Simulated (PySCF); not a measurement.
Pb(Br)(I), SMILES [Br][Pb][I], B3LYP/def2-SVP optimised geometry.

```
3

Pb    -1.14    -1.30     0.00
Br    -1.72     1.30     0.00
I      1.72    -1.30     0.00
```

Density from B3LYP/def2-TZVP, def2 effective core potentials past Kr run with PySCF at that geometry. The core electrons that the potentials of I, Pb replace are not part of the density.

Minimum of the electron density along straight lines between bonded atoms, close to the bond critical point (lines longer than 1.1 times the sum of covalent radii, or with two minima, are not listed):

```json
[
 {"bond": "Pb1–Br2", "length / Å": "2.656", "ρ at the minimum / e bohr⁻³": "0.062", "∇²ρ there / e bohr⁻⁵": "0.11", "position (fraction from the first atom)": "0.49"},
 {"bond": "Pb1–I3", "length / Å": "2.861", "ρ at the minimum / e bohr⁻³": "0.053", "∇²ρ there / e bohr⁻⁵": "0.06", "position (fraction from the first atom)": "0.48"}
]
```
